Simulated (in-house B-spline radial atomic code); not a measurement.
RPA and G0W0 on r2SCAN0: neutral technetium

Configuration [Kr] 4d5 5s2, highest spin, mean-field start r2SCAN0. Computed with an all-electron radial atomic-structure program (B-spline basis): all electrons, scalar-relativistic (spin-free one-electron X2C), finite nucleus, each spin shell either full or empty, empty states to l = 9 with an (l + 1/2)⁻⁴ tail; G0W0 by contour deformation at full frequency.

Command:
```bash
python run_gw.py task.json out
```
Settings (radii: box in bohr, nucleus in fm):
```
Z                        43
electrons                43
configuration            [Kr] 4d5 5s2
hamiltonian              x2c
method                   r2scan0
lmax                     9
rms_radius               4.41117
spin_polarised           True
box_radius               40
intervals                73
ion_configuration        [Kr] 4d5 5s1
```

Time taken, with all properties: 14 s on 1 thread of Arm Neoverse N1, on a shared host.

Energies (hartree):

| term | value |
| --- | --- |
| mean-field total | -4285.31688 |
| Hartree-Fock functional on these orbitals | -4283.08910 |
| direct second order | -3.5501 |
| second-order exchange | 1.0333 |
| SOSEX correction | 0.94916 |

(1) What is the RPA correlation energy, and what remains with SOSEX?

Quasi-particle levels (eV):

| level | occupied | mean field | Σx - vxc | Σc | QP weight | G0W0 |
| --- | --- | --- | --- | --- | --- | --- |
| 5s down | yes | -4.926 | -0.68 | ? | ? | ? |
| 5s up | yes | -6.418 | -1.13 | -1.11 | 0.864 | -8.658 |
| 4d down | no | -2.269 | 6.06 | -4.48 | 0.781 | -0.694 |

G0W0 = mean field + (Σx - vxc) + Σc, with Σc (partial-wave tail included) taken at the quasi-particle energy. Only the outer levels were computed. Levels of low weight are left out.

(2) Where does G0W0 put 5s down?

(3) What does it cost to remove one electron (to [Kr] 4d5 5s1) by differences of total energies, each species on its own start (correlation terms add to the Hartree-Fock functional)?

Answers

(1) RPA gives -3.0981 hartree (-1.96 eV per electron); RPA + SOSEX gives -2.1489, and the second-order doubles -2.5167 hartree (no singles). RPA lacks exchange-type terms and so overcorrelates at short range.

(2) At -7.068 eV, with Σc = -1.46 eV and a quasi-particle weight of 0.895. The tabulated removal energy is 7.119 eV (NIST, measured); the calculation leaves out spin-orbit coupling, Breit and QED terms, and what these don't explain is the method's own error.

(3) r2SCAN0 6.563 eV, Hartree-Fock functional 5.486 eV, + RPA 7.169 eV, + RPA + SOSEX 6.856 eV, + second order 7.829 eV. Tabulated: 7.119 eV (NIST, measured); the calculation leaves out spin-orbit coupling, Breit and QED terms, and what these don't explain is the method's own error.
